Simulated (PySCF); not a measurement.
# GeBr, MP2: how much the basis matters

PySCF, UHF reference; doublet, unpaired electrons π ↑; De to Ge + Br without counterpoise correction. Frozen cores follow the default of each basis and core potential.

| basis | relativity | functions | Re (Å) | ωe (cm⁻¹) | De (eV) | frozen orbitals |
| --- | --- | --- | --- | --- | --- | --- |
| cc-pVDZ-PP | scalar-relativistic core potentials | 46 | 2.340 | 299 | 3.25 | 8 |
| def2-TZVPP | no relativity | 96 | 2.313 | 307 | 3.62 | 18 |
| def2-TZVPPD | no relativity | 111 | 2.314 | 305 | 3.64 | 18 |

How does each smaller set differ from the one with most functions, def2-TZVPPD?

cc-pVDZ-PP: +2.6 pm, -2.0 % in ωe, -0.39 eV in De; def2-TZVPP: -0.1 pm, +0.7 % in ωe, -0.02 eV in De. All at MP2; the set with most functions is neither the basis-set limit nor always the best. The rows treat relativity differently, so the differences are not basis effects alone.

Correlated steps freeze the inner cores (8 to 18 orbitals); shallow outer-core shells are correlated. Correlated levels converge slowly with the basis: in double zeta they bind strong bonds too weakly, by up to about 1 eV, and carry superposition errors of some tenths. Spin–orbit coupling is left out. The state was picked by a PBE0 search and need not be the measured ground state.
